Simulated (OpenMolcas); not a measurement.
GaSiH4O (SMILES [SiH3][O][GaH]): methods side by side

The species is GaSiH4O (7 atoms), meant as a doublet with charge 0. SMILES: `[SiH3][O][GaH]`. The shape is that of a PBE0-D4/def2-TZVP optimisation. This is one conformer, not always the lowest.

```xyz
7

Si   -0.9071    0.5767   -0.2445
O     0.2817   -0.3754    0.3404
Ga    1.9723   -0.8958    0.0478
H    -2.0990   -0.2483   -0.5787
H    -0.4737    1.2974   -1.4758
H    -1.2957    1.5865    0.7763
H     2.5215   -1.9410    1.1344
```

Each level gives the dipole moment (D). The values are calculated.

```json
{"level": "USVWN5/cc-pVDZ", "kind": "LDA", "program": "OpenMolcas", "value (D)": "1.03", "CPU time": "25 s"}
{"level": "U-revPBE/cc-pVDZ", "kind": "GGA", "program": "OpenMolcas", "value (D)": "1.13", "CPU time": "36 s"}
{"level": "UBLYP/cc-pVDZ", "kind": "GGA", "program": "OpenMolcas", "value (D)": "1.07", "CPU time": "40 s"}
{"level": "UPBE/cc-pVDZ", "kind": "GGA", "program": "OpenMolcas", "value (D)": "1.09", "CPU time": "39 s"}
{"level": "UM06-L/cc-pVDZ", "kind": "meta-GGA", "program": "OpenMolcas", "value (D)": "1.17", "CPU time": "49 s"}
{"level": "UTPSS/cc-pVDZ", "kind": "meta-GGA", "program": "OpenMolcas", "value (D)": "1.17", "CPU time": "46 s"}
{"level": "UB3LYP/cc-pVDZ", "kind": "global hybrid", "program": "OpenMolcas", "value (D)": "1.27", "CPU time": "37 s"}
{"level": "UM06-2X/cc-pVDZ", "kind": "hybrid meta-GGA", "program": "OpenMolcas", "value (D)": "1.42", "CPU time": "43 s"}
```

All-electron rows without a relativistic Hamiltonian named are non-relativistic. The values span 1.03 to 1.42 D. Magnitudes only. CPU times are rough (shared hosts, several kinds of processor): they show what a rung costs within a factor of a few.
